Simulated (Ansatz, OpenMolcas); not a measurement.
**How basis sets differ on CH6FNSn (SMILES [CH3][SnH]([NH2])[F])**

CH6FNSn has 10 atoms, charge 0, and is taken as a singlet. As SMILES, `[CH3][SnH]([NH2])[F]`. Geometry: relaxed at PBE0-D4/def2-TZVP. This is one conformer, not always the lowest.

Each level gives the HOMO–LUMO gap (eV). The values are calculated.

| level | kind | program | value (eV) | CPU time |
| --- | --- | --- | --- | --- |
| HF/ANO-R0 (sfX2C) | Hartree–Fock | OpenMolcas | 14.37 | 11 s |
| HF/ANO-RCC-MB (DKH2) | Hartree–Fock | OpenMolcas | 15.92 | 14 s |
| HF/STO-3G | Hartree–Fock | Ansatz | 17.99 | 7.1 s |
| HF/3-21G | Hartree–Fock | Ansatz | 14.46 | 10 s |
| HF/def2-SVP (core potential) | Hartree–Fock | Ansatz | 14.35 | 16 s |

All-electron rows without a relativistic Hamiltonian named are non-relativistic, while core potentials hold scalar relativity, so basis and relativity change together. The values span 14.35 to 17.99 eV. A Hartree–Fock LUMO above zero doesn't converge with the basis: it sinks as sets grow more diffuse. Orbital gaps aren't excitation energies. Times are those of the runs behind each value, whatever else they computed, on shared processors of several kinds: orders of magnitude only.
